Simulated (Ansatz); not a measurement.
`NCO[SiH3]`, relaxed with RKS PBE0-D4/def2-TZVP in Ansatz from a PBE-D4/def2-SVP geometry. The force threshold is 0.005 eV/Å; the program also tests the step.

The species carries charge 0 and has multiplicity 1.

Start:

```xyz
11

N    -0.062    0.973    1.923
C     0.433    0.527    0.665
O    -0.530   -0.260   -0.066
Si   -0.227   -0.917   -1.583
H    -0.328    0.172    2.509
H    -0.908    1.542    1.795
H     1.351   -0.083    0.835
H     0.720    1.415    0.054
H     0.088    0.156   -2.599
H    -1.474   -1.644   -1.985
H     0.937   -1.879   -1.549
```

Problem. How much energy does the relaxation release, and in how many steps? (Estimate.)

Solution. The calculation gave: 1.40 kcal/mol, in 7 steps, 1 of them rejected.

Problem. Which bonds change most? (An estimate is asked.)

Solution. The calculation gave: O3–Si4 from 1.681 to 1.643 Å; Si4–H11 from 1.510 to 1.491 Å; Si4–H9 from 1.510 to 1.491 Å; C2–H7 from 1.116 to 1.096 Å.

Problem. Give the relaxed structure. (Estimate.)

Solution. The calculation gave: 
```xyz
11

N    -0.068    0.956    1.898
C     0.427    0.514    0.646
O    -0.527   -0.263   -0.079
Si   -0.227   -0.905   -1.562
H    -0.316    0.175    2.491
H    -0.888    1.538    1.782
H     1.325   -0.091    0.815
H     0.705    1.388    0.046
H     0.090    0.161   -2.554
H    -1.453   -1.629   -1.967
H     0.931   -1.844   -1.516
```
